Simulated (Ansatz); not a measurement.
Breaking the Si1–F3 bond in FHSi (SMILES F[SiH]) (multiplicity 1 held, fragments rigid). Energies count from the point at 1.620 Å.
Geometry at that point (charge 0, multiplicity 1):
```xyz
3

Si    -0.207    -0.345     0.450
H     -1.003    -1.195    -0.556
F      0.434     0.670    -0.638
```

Active spaces are followed from a long bond inwards. Levels need not reach the same state.

Cores are frozen in the correlated methods.

Programs: Ansatz (a program for electronic structure) with Gaussian orbitals. Each number belongs to the level named beside it.

Predict the energy at R = 5.184 Å from SC-NEVPT2 on CASSCF(6,4)/cc-pV(D+d)Z.

132.5 kcal/mol

Estimate the energy at R = 5.184 Å that FIC-MRCISD on CASSCF(6,4)/cc-pV(D+d)Z returns for this input.

123.6 kcal/mol

What energy at R = 5.184 Å does FIC-MRCISD+Q on CASSCF(6,4)/cc-pV(D+d)Z give?

125.0 kcal/mol

Doubts at one or more of the structures used: active orbitals that take no part (SC-NEVPT2 on CASSCF(6,4)/cc-pV(D+d)Z, FIC-MRCISD on CASSCF(6,4)/cc-pV(D+d)Z, FIC-MRCISD+Q on CASSCF(6,4)/cc-pV(D+d)Z).
